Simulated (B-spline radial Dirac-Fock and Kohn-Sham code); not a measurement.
**Kohn-Sham estimates against Dirac-Fock for the levels of Hg⁵⁷⁺**

System: mercury as Hg⁵⁷⁺, 1s2 2s2 2p6 3s2 3p6 3d5.

The density-functional columns are spherical, spin-unpolarised Dirac-Kohn-Sham results without Breit or QED terms: −ε is minus the orbital energy of the initial state and ΔSCF the difference of two total energies. The reference in the last column comes from ΔSCF Dirac-Fock with Breit, self-energy and vacuum polarisation, finite nucleus, configuration average. All numbers are from a B-spline atomic structure program, in eV; a selection of levels is shown. The Kohn-Sham columns are given as differences from the reference. For the 1s level of heavy atoms much of the gap between ΔSCF and the reference is the Breit and QED part, -455.3 eV here; for other levels the error of the functional can be larger.

| level | LDA −ε − DF | LDA ΔSCF − DF | Dirac-Fock |
| --- | --- | --- | --- |
| K | -222.4 | +445.9 | 87018.2 |
| L1 | -197.5 | -38.4 | 18657.4 |
| L2 | -143.1 | +51.8 | 18045.5 |
| L3 | -160.8 | +8.4 | 16097.9 |
| M1 | -98.8 | -31.9 | 6981.9 |
| M2 | -69.7 | +1.4 | 6723.1 |
| M3 | -72.4 | -6.6 | 6241.1 |
| M4,5 | -70.6 | +4.6 | 5826.9 |

Values without a named source are computed, but for edge energies of neutral atoms, which are taken from tables.
